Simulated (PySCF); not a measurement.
A species of formula C4H8FNSi2 has this rotational fingerprint, computed with PBE0/pcSseg-1 in PySCF (dipole) on a GFN2-xTB geometry, gas phase:

```
Rotational constants : A = 1953, B = 1052, C = 828.1 MHz
Dipole components    : |μa| = 2.50 D, |μb| = 2.37 D, |μc| = 0.91 D
Inertial defect      : -128.71 u·Å²
κ                    : -0.60
```

Task: Which candidate fits, each taken in the one conformer that was computed?
A. `[N:1]#[C:2][Si@@H:3]1[SiH2:4][CH2:5][CH2:6][C@@H:7]1[F:8]` with C2–Si3–Si4–C5 -113°, Si3–Si4–C5–C6 -25°, Si4–C5–C6–C7 52°, C5–C6–C7–F8 66°
B. `[CH2:1]=[CH:2][C@:3]([F:4])([SiH3:5])[SiH2:6][C:7]#[N:8]` with C1–C2–C3–F4 -1°, C2–C3–Si6–C7 61°
C. `[N:1]#[C:2][Si@@H:3]1[CH2:4][CH2:5][CH2:6][Si@H:7]1[F:8]` with C2–Si3–C4–C5 -89°, Si3–C4–C5–C6 -51°, C4–C5–C6–Si7 52°, C5–C6–Si7–F8 -142°

Result: C. It is N#C[Si@@H]1CCC[Si@H]1F, an asymmetric top, point group C1. The candidates at the same level (rigid rotor, commonest isotopes):

```
                     SMILES  A (MHz)  B (MHz)  C (MHz)  μa (D)  μb (D)  μc (D)  Δ (u·Å²)  point group           rotor
     N#C[Si@@H]1CCC[Si@H]1F     1953     1052    828.1    2.50    2.37    0.91   -128.71           C1  asymmetric top
N#C[Si@@H]1[SiH2]CC[C@@H]1F     1984     1159    876.0    4.74    0.75    2.36   -113.91           C1  asymmetric top
C=C[C@](F)([SiH3])[SiH2]C#N     1688     1021    909.0    1.69    0.04    1.07   -238.51           C1  asymmetric top
```

`N#C[Si@@H]1[SiH2]CC[C@@H]1F` has B 10 % too high; `C=C[C@](F)([SiH3])[SiH2]C#N` has A 14 % too low. No structure here is proved a minimum.
